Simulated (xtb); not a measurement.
xtb input (GFN2-xTB):

```bash
xtb mol.xyz --gfn 2 --sp --chrg 1 --uhf 0
```
mol.xyz:
```
2

Si    -0.00000000    -0.00000000    -1.95292654
I      0.00000000     0.00000000     0.51586739
```

End of the output:

```
         :::::::::::::::::::::::::::::::::::::::::::::::::::::
         ::                     SUMMARY                     ::
         :::::::::::::::::::::::::::::::::::::::::::::::::::::
         :: total energy              -5.073669671161 Eh    ::
         :: gradient norm              0.030859378946 Eh/a0 ::
         :: HOMO-LUMO gap              2.560305337714 eV    ::
         ::.................................................::
         :: SCC energy                -5.082054367561 Eh    ::
         :: -> isotropic ES            0.128078517024 Eh    ::
         :: -> anisotropic ES         -0.000979689304 Eh    ::
         :: -> anisotropic XC         -0.012151746709 Eh    ::
         :: -> dispersion             -0.001055249379 Eh    ::
         :: repulsion energy           0.008384696400 Eh    ::
         :: add. restraining           0.000000000000 Eh    ::
         :: total charge               1.000000000000 e     ::
         :::::::::::::::::::::::::::::::::::::::::::::::::::::

           -------------------------------------------------
          |                Property Printout                |
           -------------------------------------------------

    * Orbital Energies and Occupations

         #    Occupation            Energy/Eh            Energy/eV
      -------------------------------------------------------------
         1        2.0000           -1.0086640             -27.4471
         2        2.0000           -0.8925617             -24.2878
         3        2.0000           -0.6813652             -18.5409
         4        2.0000           -0.6722235             -18.2921
         5        2.0000           -0.6722235             -18.2921 (HOMO)
         6                         -0.5781340             -15.7318 (LUMO)
Note: The following floating-point exceptions are signalling: IEEE_DENORMAL
normal termination of xtb
         7                         -0.5781340             -15.7318
         8                         -0.4955874             -13.4856
         9                         -0.3440640              -9.3625
        10                         -0.3440640              -9.3625
        11                         -0.3382311              -9.2037
        12                         -0.3382311              -9.2037
        13                         -0.2597003              -7.0668
        14                         -0.2449908              -6.6665
        15                         -0.2449908              -6.6665
        16                         -0.1573615              -4.2820
       ...                                ...                  ...
        18                          0.5543767              15.0854
      -------------------------------------------------------------
                  HL-Gap            0.0940895 Eh            2.5603 eV
             Fermi-level           -0.6251787 Eh          -17.0120 eV

     #   Z          covCN         q      C6AA      α(0)
     1  14 Si       0.863     0.753   204.444    31.072
     2  53 I        0.863     0.247   354.215    32.490

 Mol. C6AA /au·bohr⁶  :       1082.845272
 Mol. C8AA /au·bohr⁸  :      89644.845339
 Mol. α(0) /au        :         63.561930

Wiberg/Mayer (AO) data.
largest (>0.10) Wiberg bond orders for each atom

 ---------------------------------------------------------------------------
     #   Z sym  total        # sym  WBO       # sym  WBO       # sym  WBO
 ---------------------------------------------------------------------------
     1  14 Si   2.011 --     2 I    2.011
     2  53 I    2.011 --     1 Si   2.011
 ---------------------------------------------------------------------------

Topologies differ in total number of bonds
Writing topology from bond orders to xtbtopo.mol

molecular dipole:
                 x           y           z       tot (Debye)
 q only:        0.000       0.000      -2.540
   full:       -0.000      -0.000      -3.081       7.832
molecular quadrupole (traceless):
                xx          xy          yy          xz          yz          zz
 q only:       -5.247       0.000      -5.247       0.000       0.000      10.494
  q+dip:       -5.961       0.000      -5.961      -0.000      -0.000      11.921
   full:       -4.185       0.000      -4.185       0.000      -0.000       8.370

           -------------------------------------------------
          | TOTAL ENERGY               -5.073669671161 Eh   |
          | GRADIENT NORM               0.030859378946 Eh/α |
          | HOMO-LUMO GAP               2.560305337714 eV   |
           -------------------------------------------------

------------------------------------------------------------------------
------------------------------------------------------------------------
 total:
 SCF:
```

This state (charge 1, singlet) is run at the relaxed geometry of the species with charge 0 and multiplicity 2.
